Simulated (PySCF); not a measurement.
## 19F shifts, computed and measured

Computed: GIAO KT3/pcSseg-2, gas phase, PySCF SCF with an in-house response code, geometries PBE0-D3(BJ)/def2-SVP, one conformer, no vibrational averaging, against isolated CFCl3 at the same level. Measured: against CFCl3, in the medium listed. The two scales can differ by a constant.

```tsv
compound (atom-mapped SMILES)	atom	computed / ppm	measured / ppm	medium
[O:1]=[C:2]([F:3])[c:4]1[cH:5][cH:6][cH:7][c:8]2[cH:9][cH:10][cH:11][cH:12][c:13]12	F3	10.2	30.4	CDCl3
[O:1]=[C:2]([F:3])[CH2:4][CH2:5][CH2:6][CH2:7][c:8]1[cH:9][cH:10][cH:11][cH:12][cH:13]1	F3	15.2	45.5	CDCl3
[O:1]=[C:2]([F:3])[c:4]1[cH:5][cH:6][cH:7][cH:8][c:9]1-[c:10]1[cH:11][cH:12][cH:13][cH:14][cH:15]1	F3	0.0	35.1	CDCl3
[O:1]=[C:2]([F:3])[c:4]1[cH:5][cH:6][c:7]([O:8][c:9]2[cH:10][cH:11][cH:12][cH:13][cH:14]2)[cH:15][cH:16]1	F3	-12.8	17	CDCl3
[O:1]=[C:2]([F:3])[c:4]1[cH:5][cH:6][c:7]2[cH:8][cH:9][cH:10][cH:11][c:12]2[cH:13]1	F3	-7.0	18.08	CDCl3
```

**Question.** Give computed and measured shifts for these two.

```tsv
compound (atom-mapped SMILES)	atom
[O:1]=[C:2]([F:3])[c:4]1[cH:5][cH:6][c:7](-[c:8]2[cH:9][cH:10][cH:11][cH:12][cH:13]2)[cH:14][cH:15]1	F3
[F:1][c:2]1[cH:3][cH:4][cH:5][cH:6][c:7]1-[c:8]1[cH:9][cH:10][cH:11][cH:12][cH:13]1	F1
```

**Answer.** 
| compound (atom-mapped SMILES) | atom | computed / ppm | measured / ppm | medium |
| --- | --- | --- | --- | --- |
| [O:1]=[C:2]([F:3])[c:4]1[cH:5][cH:6][c:7](-[c:8]2[cH:9][cH:10][cH:11][cH:12][cH:13]2)[cH:14][cH:15]1 | F3 | -9.8 | 18.1 | CDCl3 |
| [F:1][c:2]1[cH:3][cH:4][cH:5][cH:6][c:7]1-[c:8]1[cH:9][cH:10][cH:11][cH:12][cH:13]1 | F1 | -135.0 | -118.6 | not stated |

**Question.** How well does this level do over the whole set?

**Answer.** Computed less measured averages -26.4 ppm, and the scatter about that mean is 5.9 ppm (rms) over 7 compounds.

Measured values: Chen Zhu, Serik Zhumagazy, Huifeng Yue, Magnus Rueping, Electrophilic N-Trifluoromethylthiophthalimide as a Fluorinated Reagent in the Synthesis of Acyl Fluorides (Supporting Information), Organic Che; G. Saielli, R. Bini, A. Bagno, Computational 19F NMR. 2. Organic compounds, RSC Adv. 2014, ESI; Marie Gonay, Chloé Batisse, Jean-François Paquin, Synthesis of Acyl Fluorides from Carboxylic Acids Using NaF-Assisted Deoxofluorination with XtalFluor-E, J. Org. Chem. 2020, 85, 10253−10260; Mengjie Cen, Xi Yang, Shanshan Zhang, Liguang Gan, Long Liu, Tieqiao Chen, Facile synthesis of acyl fluorides through deoxyfluorination of carboxylic acids.
